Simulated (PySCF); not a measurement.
Compound: C5H5N3.
SMILES: `N(/[H])=C/c1ncccn1`

The closed-shell SCF was solved with PySCF and density fitting under several settings on one GFN2-xTB geometry (grid level 2 and gas phase unless stated).

```
                                             settings  basis functions  SCF cycles     E (Eh)  HOMO (eV)  LUMO (eV)  dipole (D)
                                        PBE0/pcSseg-1              161          14  -357.3128      -7.52      -2.05        4.66
                                       PBE0/def2-SVPD              200          14  -357.1149      -7.55      -2.11        4.62
                     PBE/pcSseg-1, IEF-PCM chloroform              161          14  -357.3140      -6.01      -2.93        5.60
wB97X-D/6-31++G**, fitting basis def2-universal-jkfit              174          11  -357.6540      -9.48      -0.33        4.88
                                        PBE0/pcSseg-0               82          14  -356.5072      -7.16      -2.11        5.16
```

Task: Estimate the rows for these settings: (1) B97-2/Sadlej pVTZ, grid level 3, energy threshold 1e-08 Eh; (2) HCTH407/6-31G-J.

Result: 
```tsv
settings	basis functions	SCF cycles	E (Eh)	HOMO (eV)	LUMO (eV)	dipole (D)
B97-2/Sadlej pVTZ, grid level 3, energy threshold 1e-08 Eh	237	10	-357.7205	-7.28	-2.12	4.54
HCTH407/6-31G-J	116	16	-357.6480	-5.66	-2.90	4.83
```

Task: Over all rows, what range does the HOMO–LUMO gap span?

Result: From 2.76 eV (HCTH407/6-31G-J) to 9.15 eV (wB97X-D/6-31++G**, fitting basis def2-universal-jkfit). The functional of the narrowest has no exact exchange, that of the widest range-separated exact exchange.

Task: And the dipole moment?

Result: From 4.54 D (B97-2/Sadlej pVTZ, grid level 3, energy threshold 1e-08 Eh) to 5.60 D (PBE/pcSseg-1, IEF-PCM chloroform); the largest is 1.23 times the smallest, and the median is 4.83 D.

Task: Compare two rows with the functional PBE0: PBE0/pcSseg-1 and PBE0/def2-SVPD. Which energy is lower, and by how much?

Result: PBE0/pcSseg-1 (161 functions) lies 0.1979 Eh or 124 kcal/mol below PBE0/def2-SVPD (200 functions). The smaller set gives the lower energy; the two sets aren't nested, so the variational bound doesn't order them by size.

wB97X-D ran without the empirical dispersion term, which would shift the total energy alone. Cycle counts include a coarse-grid stage where the run had one. All basis functions are spherical, in the Pople sets too. The species at its GFN2-xTB geometry (one conformer only).

Conformer computed: `[H]/[N:1]=[CH:2]\[c:3]1[n:4][cH:5][cH:6][cH:7][n:8]1`: N1–C2–C3–N4 180°.
